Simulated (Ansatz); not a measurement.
Compare A (`CN(C)B[SiH3]`) with its isomer B (`CB(C)[SiH2]N`).

Computed with Ansatz on PBE0-D4/def2-TZVP structures; ΔE is electronic, products minus reactants. CCSD(T)/CBS adds triple-zeta CCSD(T) − MP2 to the extrapolated MP2 energy (def2 sets, frozen cores). Functionals use def2-TZVPP. B3LYP here is the variant with VWN-RPA as its local correlation; programs differ in this. Each species was taken in one conformer, which may not be the lowest.

A:

```xyz
15

C    -1.2617   -1.5503    0.5340
N    -0.2914   -0.5284    0.1977
C     1.0593   -0.9298    0.5253
B    -0.6527    0.6828   -0.3715
Si    0.5851    2.1873   -0.8884
H    -1.2294   -1.7761    1.6059
H    -1.0480   -2.4791   -0.0069
H    -2.2620   -1.2111    0.2735
H     1.7642   -0.1444    0.2620
H     1.1493   -1.1397    1.5970
H     1.3312   -1.8434   -0.0152
H    -1.8255    0.8488   -0.5763
H     2.0400    1.9708   -0.6294
H     0.4442    2.4803   -2.3449
H     0.1975    3.4324   -0.1628
```

B:

```xyz
15

C     0.835    1.423    0.524
B    -0.087    0.163    0.578
C    -0.767   -0.254    1.923
Si   -0.453   -0.950   -1.080
N     0.440   -0.635   -2.532
H     1.253    1.724    1.489
H     0.169    2.244    0.210
H     1.626    1.384   -0.228
H    -1.679   -0.848    1.832
H    -0.028   -0.905    2.419
H    -0.940    0.580    2.611
H    -0.220   -2.391   -0.760
H    -1.908   -0.797   -1.401
H     0.388    0.274   -2.963
H     1.370   -1.013   -2.623
```

Which is lower in electronic energy at CCSD(T)/CBS, and by how much? (Best estimate.)

Ansatz gave: B, by 8.7 kcal/mol.

Give E(B) − E(A) in kcal/mol with B3LYP, ωB97M-V, r2SCAN-D4, B3LYP-D4, CCSD/def2-TZVPP, HF/def2-TZVPP, PBE0-D4. (Best estimate.)

Ansatz gave: B3LYP -8.0, ωB97M-V -9.4, r2SCAN-D4 -9.8, B3LYP-D4 -7.7, CCSD/def2-TZVPP -7.9, HF/def2-TZVPP -10.2, PBE0-D4 -8.3. None reverses the order clearly.

Largest T1 diagnostic: 0.013.

From PBE to PBE0 (25 % exact exchange), in def2-TZVPP and without D4, E(B) − E(A) moves by −1.3 kcal/mol. In def2-TZVPP, CCSD(T) changes the Hartree–Fock value by +3.2 kcal/mol (the triples alone add +1.0 kcal/mol) and MP2 by +1.7 kcal/mol.
